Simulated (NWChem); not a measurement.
# CF2, singlet; SMILES F[C]F

```xyz
3

F      1.0237     0.0000    -0.1971
C      0.0000     0.0000     0.5910
F     -1.0237     0.0000    -0.1971
```
Atoms are numbered in this order, from 1.

All runs: NWChem. Low-valent species are run as closed-shell singlets; no triplet was tried in these runs. The geometry was optimised at PBE0/def2-SVP. GIAO values for the isolated, static molecule; σ is the absolute isotropic shielding, δ = σ(reference) − σ with the isolated reference molecule computed at the same levels (13C: tetramethylsilane, 19F: trichlorofluoromethane).

```csv
level,δ F1 (ppm),δ C2 (ppm)
B3LYP/IGLO-III,237.4,320.5
PBE0/pcSseg-2,243.3,323.2
BHandHLYP/pcSseg-1,[?],[?]
```

Question: Some entries are withheld; supply them.

Answer: 
- BHandHLYP/pcSseg-1, δ F1 (ppm): 253.4
- BHandHLYP/pcSseg-1, δ C2 (ppm): 331.6
